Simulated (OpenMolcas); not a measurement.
An OpenMolcas run meant for Lu (ANO-RCC-VQZP, DKH2; inactive shells 1s 2s 2p 3s 3p 3d 4s 4p 4d 4f 5s 5p; intended active space 3 electrons in 6 orbitals (5d 6s)). One step of its input:

```
&RASSCF
FileOrb=start.orb
Symmetry=1
Spin=4
nActEl=3 0 0
Inactive=15 19
Ras2=6 0
CIRoot=17 17 1
SDav=20
CIMx=300
Iter=60 100
PrWF=0.3
OrbListing=Nothing
MaxOrb=0
Atom
Thrs=1.0e-3 5.0e-1 5.0e-1
```

The run finished. Its levels beside those of a sound run (CASSCF), in eV above each run's lowest level:

```csv
Level,This run,Usual run
5d 6s² ²D_3/2,0.0000,0.0000
5d 6s² ²D_5/2,0.2221,0.2268
5d² 6s ⁴F_3/2,1.7125,1.8208
5d² 6s ⁴F_5/2,1.7894,1.8980
5d² 6s ⁴F_7/2,1.8972,2.0065
5d² 6s ⁴F_9/2,2.0292,2.1386
5d² 6s ⁴P_1/2,2.5653,2.6753
5d² 6s ⁴P_3/2,2.6048,2.7142
5d² 6s ⁴P_5/2,2.6517,2.7566
5d² 6s ²D_5/2 [55 %],3.1117,3.1612
5d² 6s ²D_3/2,3.1130,3.1642
5d² 6s ²G_7/2,3.2946,3.3480
5d² 6s ²F_5/2 [62 %],3.3096,3.3574
5d² 6s ²G_9/2,3.3430,3.4005
```

Problem. Which setting is unsound, and how much does it matter here?

Solution. The convergence thresholds are far too loose, so the orbitals stop early. Against the sound run the excited levels shown move by 640 cm-1 on average and by 890 cm-1 at most.

Some high roots are left out of the spin-orbit mixing, which shifts the levels that they would mix with. Without dynamic correlation excited terms often stand tens of per cent too high (terms of higher spin than the ground term too low), and those without a measured partner can miss by more than the paired ones. A single d shell beside an s shell can misplace configurations of different d count against each other. Only configurations of the active space appear.

A share in square brackets marks a mixed level and gives the weight of the term that names it, the lowest over the columns.
